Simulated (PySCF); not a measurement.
Species: C₇H₈NS (doublet state).
Geometry (GFN2-xTB, Å), atoms numbered from 1 in this order:
```xyz
17
C7H8NS angstrom
C     -1.679    1.682   -1.353
C     -1.298    0.959   -0.480
C     -0.838    0.086    0.595
C     -1.304   -1.357    0.350
C     -1.428    0.570    1.835
N     -1.892    0.941    2.810
C      0.688    0.174    0.740
S      1.531   -0.366   -0.800
C      3.143   -0.322   -0.267
H     -2.009    2.304   -2.130
H     -2.389   -1.394    0.281
H     -0.981   -1.999    1.167
H     -0.878   -1.721   -0.582
H      1.035   -0.473    1.547
H      0.994    1.204    0.939
H      3.869   -0.691   -0.963
H      3.429    0.414    0.459
```

The hyperfine couplings belong to this conformer and change with its torsions.

Identity: `C#C[C@](C)(C#N)CS[CH2]` [radical].

Computed, not measured: UKS B3LYP, pcH-1 on C H N S, non-relativistic, mean-field spin-orbit, GIAO in PySCF 2.14.0. One conformer (not necessarily the lowest) at the GFN2-xTB geometry, without solvent, vibrations or thermal averaging. Couplings are sensitive to structure, and on GFN2-xTB geometries they can be far from those on DFT ones. The SCF solution wasn't tested for stability.

Question: Predict the first-order ENDOR lines of H16, H17, H15, H14 and H10 under fast tumbling at B = 3345.9 mT (W band).

Answer: ν± = |νn ± a/2|, one line for each electron-spin manifold; νn = |g_N| × 7.62259 MHz/T × B.

```tsv
nuclei	isotope	g_N	νn (MHz)	a_iso (MHz)	lower line (MHz)	upper line (MHz)
H16	1H	5.5857	142.46	-49.13	117.89	167.03
H17	1H	5.5857	142.46	-27.02	128.95	155.97
H15	1H	5.5857	142.46	10.28	137.32	147.60
H14	1H	5.5857	142.46	9.70	137.61	147.31
H10	1H	5.5857	142.46	-0.72	142.10	142.82
```

Question: Which pairs are centred on the nuclear Larmor frequency, and which on half the coupling?

Answer: Centred on νn, since |a| < 2νn: H16, H17, H15, H14 and H10. No pair has |a| > 2νn.

Question: At what field would the lower line of H16 fall to zero frequency?

Answer: Where νn = |a|/2, that is B = 24.57 MHz/(5.5857 × 7.62259 MHz/T) = 577 mT, as far as first order holds there.

H16 and H17 aren't averaged: C9 is flat or nearly so (angle sum 354°), and its turn about the short C9–S8 bond (1.70 Å) is taken as slow.
